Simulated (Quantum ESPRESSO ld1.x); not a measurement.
Values are calculated unless marked as measured or tabulated.
Question: Radial electron density D(r) = 4 pi r^2 rho(r) of an atom or ion with 10 electrons. Level of theory: non-relativistic Kohn-Sham, LDA (Slater exchange, Perdew-Wang correlation), spin-polarised, spherical densities, point nucleus (ld1.x of Quantum ESPRESSO 7.5).

r (bohr),D(r) (e/bohr),spin D(r)
0.007248,0.7412,0.229
0.009214,1.134,0.351
0.01162,1.686,0.522
0.01465,2.463,0.762
0.01863,3.562,1.10
0.02349,4.947,1.53
0.02987,6.697,2.07
0.03766,8.580,2.65
0.0475,10.41,3.20
0.06038,11.84,3.62
0.07615,12.38,3.71
0.0968,11.82,3.39
0.1221,10.52,2.70
0.154,9.346,1.82
0.1957,9.419,1.00
0.2468,11.16,0.491
0.3138,13.68,0.249
0.3957,14.82,0.144
0.499,13.25,0.0495
0.6344,9.219,-0.0290
0.8001,4.944,-0.00412
1.017,1.982,0.155
1.283,0.7922,0.329
1.618,0.4395,0.368
2.056,0.2450,0.240
2.593,0.09056,0.0904
3.297,0.01673,0.0167
4.158,0.001491,0.00149

What is the nuclear charge?

Answer: Z = 14. The innermost maximum, from 1s, lies near 1/Z = 0.0714 bohr (found: 0.0761), and its height grows with Z. The density is that of the silicon ion Si4+ in 1s1.5 2s2 2p6 3s0.5; the configuration itself is not fixed sharply by these data, and Z only to about a unit. D(r) has 2 maxima, at r = 0.0761, 0.393 bohr, and minima at 0.172 bohr, inside which lie 1.59 electrons.
